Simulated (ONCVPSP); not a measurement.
## What the settings do to the ONCV potential of Os (Z = 76)

Base potential:

```
Element                 : Os (Z = 76)
Generator               : ONCVPSP 4.0.1
Type                    : optimised norm-conserving Vanderbilt (ONCV)
Functional              : PBE
Relativity              : fully relativistic
Frozen core             : [Kr] 4d10 4f14
Valence charge          : 16
Reference configuration : 5s2 5p6 5d6 6s0.5 (charge +1.5)
Partial waves           : 5s+6s: rc 1.75 bohr, ncon 3, nbas 7, qcut 7.5 1/bohr, 2 projectors; 5p: rc 1.80 bohr, ncon 3, nbas 6, qcut 9.1 1/bohr, 2 projectors, debl 1 Ha; 5d: rc 1.70 bohr, ncon 4, nbas 8, qcut 6.3 1/bohr, 1 projector
Local potential         : polynomial inside 1.65 bohr (lpopt 3, dvloc0 1 Ha)
Core correction         : Teter function, fcfact 2.75, rcfact 1.75
```

Open shells are filled in proportion to 2j + 1.

In the p channel the program set the typed energies aside and used -2.204, 0.250 Ha (j = l + 1/2; the other j can differ).

Cutoffs, loose and tight: the cutoffs (Ha) at which the residual kinetic energy of the hardest occupied pseudo-wave falls to 1 and 0.1 mHa per electron. They do not see the model core or the augmentation charge, which bear on the density cutoff. Test errors are all-electron minus pseudo excitation energies from the reference, over the configurations 5s2 5p6 5d6 6s2; 5s2 5p6 5d6 6s1; 5s2 5p6 5d6 6s0; 5s2 5p6 5d6 6s0 6p2. A dash means not determined; rows that change the core or the reference have their own tests.

```tsv
change	outcome	cutoff, loose	cutoff, tight	bound ghosts	GHOST(+) flags above zero	largest test error (meV)
base	generated, projector energies reset by the program	21 Ha	27 Ha	none	none	-13
functional PBEsol	generated, projector energies reset by the program	21 Ha	27 Ha	none	none	-7.2
core correction Teter function, fcfact 2.75, rcfact 1.26	generated, projector energies reset by the program	21 Ha	27 Ha	none	none	-1.6
core correction Teter function, fcfact 5.3, rcfact 1.75	generated, projector energies reset by the program	21 Ha	27 Ha	none	none	-22
s: ncon 5, nbas 9	generated, projector energies reset by the program	22 Ha	27 Ha	none	none	-11
```

Problem. What comes out with this change to the base: d: qcut 4.1?

Solution. outcome: generated, projector energies reset by the program; cutoff, loose: 72 Ha; cutoff, tight: 84 Ha; bound ghosts: none; GHOST(+) flags above zero: none; largest test error (meV): -13.

Problem. What comes out with this change to the base: p: qcut 8?

Solution. outcome: generated, projector energies reset by the program; cutoff, loose: 18 Ha; cutoff, tight: 23 Ha; bound ghosts: none; GHOST(+) flags above zero: none; largest test error (meV): -13.
